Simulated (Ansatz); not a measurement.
BH3S (SMILES BS) moved off its minimum; all values from Ansatz (a program for electronic structure), cores frozen in correlated methods.
(charge 0, multiplicity 1)
```xyz
5

B     -0.8741    -0.9191     0.0875
H     -0.4010    -1.9223     0.3031
H     -1.8931    -0.7165    -0.0912
S      0.3797     0.4177    -0.0698
H     -0.4574     1.5281    -0.6732
```

| level | largest force (eV/Å) | on atom | rms difference from CCSD(T)/aug-cc-pV(T+d)Z (eV/Å) | dipole (D) |
|---|---|---|---|---|
| HF/def2-TZVPP | 4.86 | B1 | 0.242 | 1.11 |
| PBE/def2-TZVPP | 4.97 | B1 | 0.138 | 0.85 |
| r2SCAN/def2-TZVPP | 4.97 | B1 | 0.072 | 0.90 |
| B3LYP/def2-TZVPP | 4.80 | B1 | 0.069 | 0.85 |
| wB97M-V/def2-TZVPP | 4.92 | B1 | 0.091 | 0.87 |
| MP2/aug-cc-pV(T+d)Z | 4.94 | B1 | 0.097 | 0.90 |
| CCSD(T)/aug-cc-pV(T+d)Z | 4.86 | B1 | 0.000 | 0.84 |

The differences count from one level among others, with limits of its own. Forces at CCSD(T)/aug-cc-pV(T+d)Z (eV/Å):

| atom | Fx | Fy | Fz |
|---|---|---|---|
| B1 | 4.611 | 1.551 | -0.009 |
| H2 | 0.538 | -1.490 | 0.584 |
| H3 | -4.442 | 0.792 | -0.750 |
| S4 | -2.160 | 1.309 | -1.158 |
| H5 | 1.453 | -2.162 | 1.333 |
